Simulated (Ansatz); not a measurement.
Stepwise reaction of `[CH3][Y]([CH3])[CH3]` with water, as a gas-phase model of exchange steps in deposition or etching. ΔE in kJ/mol; ΔG adds harmonic PBE0-D4 terms to CCSD(T)/CBS, at 1 bar.

Computed with Ansatz on PBE0-D4/def2-TZVP structures; ΔE is electronic, products minus reactants. CCSD(T)/CBS is the MP2 limit (def2-TZVPP, def2-QZVPP) plus CCSD(T) − MP2 in def2-TZVPP, frozen cores. This one scheme is used for every species. Functionals use def2-TZVPP. B3LYP here is the variant with VWN-RPA as its local correlation; programs differ in this. def2 core potentials past Kr. For Y outer-core shells are correlated without core-valence functions, which leaves a few kJ/mol of doubt a bond. Each species was taken in one conformer, which may not be the lowest.

| step | reaction | PBE-D4 | B3LYP-D4 | ωB97M-V | CCSD(T)/CBS | ΔG(500 K) |
| --- | --- | --- | --- | --- | --- | --- |
| 1 | `[CH3][Y]([CH3])[CH3]` + H₂O → `[CH3][Y]([CH3])[OH]` + CH₄ | -200.1 | -210.4 | -209.7 | -205.9 | -201.2 |
| 2 | `[CH3][Y]([CH3])[OH]` + H₂O → `[CH3][Y]([OH])[OH]` + CH₄ | -200.6 | -211.5 | -209.0 | -206.3 | -185.1 |
| 3 | `[CH3][Y]([OH])[OH]` + H₂O → `[OH][Y]([OH])[OH]` + CH₄ | -196.9 | -207.1 | -201.2 | -199.2 | -171.5 |

Task: By hand: ΔE of the 3 steps together at CCSD(T)/CBS.

Result: (-205.9) + (-206.3) + (-199.2) = -611.4 kJ/mol, or -203.8 kJ/mol a step.

In ΔE step 2 is the lowest and step 3 the highest. All are downhill at CCSD(T)/CBS. ΔG lies between -201.2 and -171.5 kJ/mol a step. PBE-D4 differs from CCSD(T)/CBS by 2.3 to 5.8 kJ/mol a step. Isolated molecules leave out the surface, adducts and barriers. Largest T1 diagnostic: 0.014.
